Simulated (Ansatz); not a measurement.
# Nudged elastic band run: C₃H₉B

input.yaml

```yaml
crystal:
  periodic: [false, false, false]
  atoms:
    - { symbol: C, position_ang: [-0.86987, 1.209057, -0.520888] }
    - { symbol: B, position_ang: [0.010034, -0.003743, -0.011378] }
    - { symbol: C, position_ang: [1.034776, 0.215808, 1.173501] }
    - { symbol: C, position_ang: [-0.150123, -1.435705, -0.663827] }
    - { symbol: H, position_ang: [-1.442475, 1.028349, -1.446489] }
    - { symbol: H, position_ang: [-0.259604, 2.122697, -0.655189] }
    - { symbol: H, position_ang: [-1.595925, 1.47338, 0.275544] }
    - { symbol: H, position_ang: [1.069733, -0.638689, 1.874438] }
    - { symbol: H, position_ang: [0.903398, 1.14908, 1.747922] }
    - { symbol: H, position_ang: [2.049235, 0.25636, 0.721839] }
    - { symbol: H, position_ang: [-0.213179, -1.393175, -1.767025] }
    - { symbol: H, position_ang: [-1.131491, -1.842162, -0.33848] }
    - { symbol: H, position_ang: [0.615891, -2.175858, -0.375167] }
basis:
  gaussian: { orbitals: "6-31G*" }
hamiltonian:
  xc: pbe
neb:
  order_check: false
  images: 6
  f_tol: 0.05
  max_iterations: 60
  climbing: false
  final_atoms:
    - { symbol: C, position_ang: [-1.02046355, 1.1582171, -0.33063261] }
    - { symbol: B, position_ang: [-0.01468262, -0.01302286, 0.01638251] }
    - { symbol: C, position_ang: [1.24290861, 0.28307369, 0.92814172] }
    - { symbol: C, position_ang: [-0.23767492, -1.46342361, -0.57329805] }
    - { symbol: H, position_ang: [-0.54190336, 1.78354337, -1.11473569] }
    - { symbol: H, position_ang: [-1.1814495, 1.84604493, 0.52091237] }
    - { symbol: H, position_ang: [-2.00053716, 0.83978862, -0.72595227] }
    - { symbol: H, position_ang: [0.96739556, -0.0404303, 1.95528436] }
    - { symbol: H, position_ang: [1.52786334, 1.34693951, 1.0038071] }
    - { symbol: H, position_ang: [2.13347733, -0.31537583, 0.66417889] }
    - { symbol: H, position_ang: [0.09772895, -1.43486484, -1.6323202] }
    - { symbol: H, position_ang: [-1.29981379, -1.76429558, -0.61333943] }
    - { symbol: H, position_ang: [0.34755111, -2.26079521, -0.08362769] }
  initial_path:
    images:
      - { positions_ang: [[-0.86987, 1.209057, -0.520888], [0.010034, -0.003743, -0.011378], [1.034776, 0.215808, 1.173501], [-0.150123, -1.435705, -0.663827], [-1.442475, 1.028349, -1.446489], [-0.259604, 2.122697, -0.655189], [-1.595925, 1.47338, 0.275544], [1.069733, -0.638689, 1.874438], [0.903398, 1.14908, 1.747922], [2.049235, 0.25636, 0.721839], [-0.213179, -1.393175, -1.767025], [-1.131491, -1.842162, -0.33848], [0.615891, -2.175858, -0.375167]] }
      - { positions_ang: [[-0.86625685, 1.18725337, -0.46882582], [0.03192361, -0.00461217, 0.00175356], [1.10980992, 0.22774135, 1.12038365], [-0.13207381, -1.43872964, -0.63549704], [-1.28861761, 1.10936703, -1.45181174], [-0.35697842, 2.12747746, -0.42789471], [-1.68453932, 1.31435653, 0.19324142], [0.77878702, -0.54845503, 1.75296226], [1.03597733, 1.20232353, 1.63785613], [2.11385597, 0.18761649, 0.6545028], [-0.19125139, -1.400296, -1.73147769], [-1.13286037, -1.83440942, -0.30328956], [0.60262394, -2.16423449, -0.32710225]] }
      - { positions_ang: [[-0.86264369, 1.16544974, -0.41676365], [0.05381321, -0.00548133, 0.01488511], [1.18484383, 0.2396747, 1.0672663], [-0.11402462, -1.44175428, -0.60716708], [-1.13476022, 1.19038507, -1.45713448], [-0.45435284, 2.13225792, -0.20060041], [-1.77315363, 1.15533306, 0.11093883], [0.48784104, -0.45822107, 1.63148652], [1.16855666, 1.25556705, 1.52779027], [2.17847694, 0.11887298, 0.5871666], [-0.16932378, -1.40741701, -1.69593038], [-1.13422975, -1.82665684, -0.26809912], [0.58935687, -2.15261098, -0.27903751]] }
      - { positions_ang: [[-0.85903054, 1.14364611, -0.36470147], [0.07570282, -0.0063505, 0.02801667], [1.25987775, 0.25160805, 1.01414895], [-0.09597544, -1.44477893, -0.57883712], [-0.98090284, 1.2714031, -1.46245722], [-0.55172727, 2.13703838, 0.02669388], [-1.86176795, 0.99630959, 0.02863625], [0.19689505, -0.3679871, 1.51001078], [1.30113598, 1.30881058, 1.4177244], [2.24309791, 0.05012947, 0.5198304], [-0.14739618, -1.41453801, -1.66038306], [-1.13559912, -1.81890426, -0.23290868], [0.57608981, -2.14098748, -0.23097276]] }
      - { positions_ang: [[-0.88054391, 1.13638327, -0.33752213], [0.07217187, -0.00767619, 0.03198246], [1.28961098, 0.26121743, 0.97909762], [-0.10848285, -1.44873873, -0.56590442], [-0.85224974, 1.37928801, -1.41506389], [-0.68341948, 2.09751665, 0.19470836], [-1.91956969, 0.90579654, -0.11443465], [0.18227542, -0.28252157, 1.52156025], [1.39034532, 1.33707622, 1.31142227], [2.25513252, -0.03154708, 0.51159324], [-0.10298075, -1.4204937, -1.64113952], [-1.15964523, -1.80778049, -0.27217431], [0.53775554, -2.15312136, -0.18932429]] }
      - { positions_ang: [[-0.92718379, 1.14366121, -0.33522562], [0.04322038, -0.00945842, 0.02678247], [1.27404352, 0.26850285, 0.96211232], [-0.15154688, -1.45363369, -0.56836896], [-0.74880095, 1.5140398, -1.31495449], [-0.84942949, 2.01369275, 0.30344303], [-1.94655885, 0.8837939, -0.31827385], [0.44398213, -0.20182448, 1.66613496], [1.43618466, 1.34036399, 1.20888388], [2.21458079, -0.12615666, 0.56245512], [-0.03607752, -1.42528408, -1.63819975], [-1.20636808, -1.79328552, -0.38589602], [0.47435407, -2.18901264, -0.15409209]] }
      - { positions_ang: [[-0.97382367, 1.15093916, -0.33292912], [0.01426888, -0.01124064, 0.02158249], [1.25847607, 0.27578827, 0.94512702], [-0.1946109, -1.45852865, -0.5708335], [-0.64535216, 1.64879159, -1.21484509], [-1.0154395, 1.92986884, 0.4121777], [-1.973548, 0.86179126, -0.52211306], [0.70568885, -0.12112739, 1.81070966], [1.482024, 1.34365175, 1.10634549], [2.17402906, -0.22076625, 0.613317], [0.03082572, -1.43007446, -1.63525998], [-1.25309093, -1.77879055, -0.49961772], [0.41095259, -2.22490393, -0.11885989]] }
      - { positions_ang: [[-1.02046355, 1.1582171, -0.33063261], [-0.01468262, -0.01302286, 0.01638251], [1.24290861, 0.28307369, 0.92814172], [-0.23767492, -1.46342361, -0.57329805], [-0.54190336, 1.78354337, -1.11473569], [-1.1814495, 1.84604493, 0.52091237], [-2.00053716, 0.83978862, -0.72595227], [0.96739556, -0.0404303, 1.95528436], [1.52786334, 1.34693951, 1.0038071], [2.13347733, -0.31537583, 0.66417889], [0.09772895, -1.43486484, -1.6323202], [-1.29981379, -1.76429558, -0.61333943], [0.34755111, -2.26079521, -0.08362769]] }
```

Command:

```bash
$ ansatz run input.yaml --threads 1 --pin off --max-ram 2048MiB --backend cpu --events-out ev --progress --plain --runs-dir out
```

Output, in part (warnings, iteration lines, the closing report on the highest movable image, with atoms numbered from 0):

```
NEB end point (image 0): max|allowed force component| = 1.473e-2 eV/Å (the criterion of neb.relax_end_points is 1.000e-2)
NEB end point (image 7): max|allowed force component| = 1.632e-2 eV/Å (the criterion of neb.relax_end_points is 1.000e-2)
NEB iter   1: max|band force component| = 3.335e0 eV/Å  barrier→ = 2.1747 eV  barrier← = 2.1738 eV  Δτ_max = 0.2000 Å  (209 SCF iters)
NEB iter   2: max|band force component| = 2.680e0 eV/Å  barrier→ = 1.0676 eV  barrier← = 1.0667 eV  Δτ_max = 0.2000 Å  (158 SCF iters)
NEB iter   3: max|band force component| = 8.971e-1 eV/Å  barrier→ = 0.4427 eV  barrier← = 0.4418 eV  Δτ_max = 0.2000 Å  (158 SCF iters)
NEB iter   4: max|band force component| = 8.082e-1 eV/Å  barrier→ = 0.1824 eV  barrier← = 0.1814 eV  Δτ_max = 0.1995 Å  (157 SCF iters)
NEB iter   5: max|band force component| = 3.452e-1 eV/Å  barrier→ = 0.0673 eV  barrier← = 0.0664 eV  Δτ_max = 0.1989 Å  (158 SCF iters)
NEB iter   6: max|band force component| = 4.118e-1 eV/Å  barrier→ = 0.0346 eV  barrier← = 0.0336 eV  Δτ_max = 0.0489 Å  (158 SCF iters)
NEB iter   7: max|band force component| = 1.683e-1 eV/Å  barrier→ = 0.0220 eV  barrier← = 0.0211 eV  Δτ_max = 0.1001 Å  (155 SCF iters)
NEB iter   8: max|band force component| = 6.709e-2 eV/Å  barrier→ = 0.0206 eV  barrier← = 0.0197 eV  Δτ_max = 0.1996 Å  (154 SCF iters)
NEB iter   9: max|band force component| = 9.659e-2 eV/Å  barrier→ = 0.0164 eV  barrier← = 0.0155 eV  Δτ_max = 0.1000 Å  (155 SCF iters)
NEB iter  10: max|band force component| = 1.255e-1 eV/Å  barrier→ = 0.0120 eV  barrier← = 0.0111 eV  Δτ_max = 0.0500 Å  (158 SCF iters)
NEB iter  11: max|band force component| = 9.800e-2 eV/Å  barrier→ = 0.0094 eV  barrier← = 0.0084 eV  Δτ_max = 0.0500 Å  (155 SCF iters)
NEB iter  12: max|band force component| = 4.513e-2 eV/Å  barrier→ = 0.0073 eV  barrier← = 0.0064 eV  Δτ_max = 0.0000 Å  (315 SCF iters)
Total energy: -3928.47077296 eV, -144.3686380930 hartree
Atom 0 at    -0.971628     1.171042    -0.415316 Å, force    -0.010146     0.012889    -0.001574 eV/Å
Atom 1 at     0.038508     0.020719    -0.015095 Å, force    -0.025525    -0.008422     0.032368 eV/Å
Atom 2 at     1.165599     0.263794     1.067551 Å, force     0.003997    -0.033223     0.017234 eV/Å
Atom 3 at    -0.141165    -1.412097    -0.665551 Å, force     0.013701     0.012258    -0.015467 eV/Å
Atom 4 at    -1.375206     1.076251    -1.439332 Å, force    -0.008242    -0.001433    -0.000950 eV/Å
Atom 5 at    -0.583468     2.194310    -0.272397 Å, force     0.003467    -0.001772    -0.005976 eV/Å
Atom 6 at    -1.851016     1.078018     0.258005 Å, force     0.010447     0.003381     0.005022 eV/Å
Atom 7 at     0.804525    -0.175937     2.023711 Å, force     0.011327     0.017474    -0.045077 eV/Å
Atom 8 at     1.407614     1.320671     1.271755 Å, force    -0.003289    -0.003712    -0.000520 eV/Å
Atom 9 at     2.099364    -0.284196     0.840539 Å, force    -0.010708     0.010411     0.004138 eV/Å
Atom 10 at     0.184016    -1.343165    -1.724981 Å, force     0.019934    -0.011607     0.010257 eV/Å
Atom 11 at    -1.201366    -1.723355    -0.718051 Å, force    -0.003930     0.009340     0.001593 eV/Å
Atom 12 at     0.444623    -2.220655    -0.196037 Å, force    -0.001033    -0.005583    -0.001048 eV/Å
Dipole moment:    -0.028058    -0.017496     0.011017 e Å
```

The forces met the threshold. The top lies less than 8 meV above the higher end, about what the thresholds resolve: that end is a shoulder or a very shallow well. No image climbed, so the highest image needn't sit at the top of the path.

Final band:

| image | path coordinate (Å) | energy (kJ/mol) |
| --- | --- | --- |
| 0 | 0.00 | 0.0 |
| 1 | 0.60 | 0.0 |
| 2 | 1.19 | 0.0 |
| 3 | 1.79 | 0.7 |
| 4 | 2.39 | 0.7 |
| 5 | 2.98 | 0.3 |
| 6 | 3.58 | 0.2 |
| 7 | 4.18 | 0.1 |

Run time: 91 s on 1 CPU thread of a shared host.
